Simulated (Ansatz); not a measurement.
Cost and result for the atomization energy of CH$_{7}$BO$_{3}$Si, SMILES `C[SiH2]OB(O)O` (13 atoms, 12 bonds).

```xyz
13

C     1.720    0.908    0.476
Si    1.025   -0.205   -0.839
O    -0.324   -1.007   -0.305
B    -1.528   -0.538    0.123
O    -1.745    0.810    0.200
O    -2.529   -1.397    0.484
H     2.625    1.404    0.114
H     0.992    1.675    0.749
H     1.981    0.341    1.373
H     0.683    0.573   -2.060
H     1.996   -1.268   -1.204
H    -2.631    1.018    0.504
H    -2.266   -2.314    0.385
```

Charge 0, multiplicity 1. The structure was optimised at the PBE0-D4/def2-TZVP level. It is one conformer, not always the lowest. Program: Ansatz. All runs use 2 threads of an AMD EPYC 7R13 on a shared host and a share of an NVIDIA H100 80 GB. Times are those of one run each, without the atoms' runs, and a repeat can differ threefold. Electronic energies, without spin–orbit coupling; frozen cores. CCSD(T)/CBS adds CCSD(T) − MP2 in def2-TZVPP to the MP2 limit, and its time is that of the two runs behind it. T1 = 0.011. B3LYP takes the VWN-RPA correlation (the form of Gaussian; ORCA's B3LYP/G).

CCSD(T)/CBS is a level of theory with its own doubt, some kJ/mol a heavy atom from the limit and from the frozen cores, so smaller differences don't rank the functionals.

```json
{"level": "PBE-D4/def2-TZVPP (with forces)", "functions": "295", "wall time": "2.6 s"}
{"level": "PBE0-D4/def2-TZVPP", "functions": "295", "wall time": "2.8 s"}
{"level": "B3LYP-D4/def2-TZVPP (with forces)", "functions": "295", "wall time": "3.3 s"}
{"level": "r2SCAN-D4/def2-TZVPP (with forces)", "functions": "295", "wall time": "3.6 s"}
{"level": "MP2/def2-QZVPP", "functions": "565", "wall time": "3.6 s"}
{"level": "ωB97X-V/def2-TZVPP", "functions": "295", "wall time": "5 s"}
{"level": "B2PLYP/def2-TZVPP", "functions": "295", "wall time": "5.5 s"}
{"level": "CCSD(T)/def2-TZVPP", "functions": "295", "wall time": "5.5 s"}
{"level": "ωB97M-V/def2-TZVPP (with forces)", "functions": "295", "wall time": "5.5 s"}
{"level": "CCSD(T)/CBS(def2)", "functions": "–", "wall time": "9.1 s"}
```

(1) What atomization energy does each give, and how far from CCSD(T)/CBS? (Best estimate.)

Results:

(1) The calculation gave: 
```tsv
level	atomization (kcal/mol)	difference from CCSD(T)/CBS	per bond
PBE-D4/def2-TZVPP (with forces)	1286.1	13.0	1.1
PBE0-D4/def2-TZVPP	1264.0	-9.1	-0.8
B3LYP-D4/def2-TZVPP (with forces)	1268.3	-4.8	-0.4
r2SCAN-D4/def2-TZVPP (with forces)	1275.4	2.3	0.2
MP2/def2-QZVPP	1288.2	15.1	1.3
ωB97X-V/def2-TZVPP	1272.1	-1.0	-0.1
B2PLYP/def2-TZVPP	1259.1	-14.0	-1.2
CCSD(T)/def2-TZVPP	1240.3	-32.8	-2.7
ωB97M-V/def2-TZVPP (with forces)	1275.8	2.7	0.2
CCSD(T)/CBS(def2)	1273.1	0.0	0.0
```

In def2-TZVPP, CCSD(T) changes the Hartree–Fock value by +294.6 kcal/mol (the triples alone add +16.6 kcal/mol) and MP2 by +322.8 kcal/mol; breaking electron pairs costs correlation energy, which Hartree–Fock lacks. The D4 term adds +9.6 kcal/mol with B3LYP and +5.1 kcal/mol with PBE0; it sums over pairs of atoms, weighted by their polarisabilities, and B3LYP, whose exchange is more repulsive, gets the larger term. From PBE to PBE0 (25 % exact exchange), in def2-TZVPP and without D4, the atomization energy moves by −21.2 kcal/mol: exact exchange takes away binding that semilocal exchange gives to molecules.
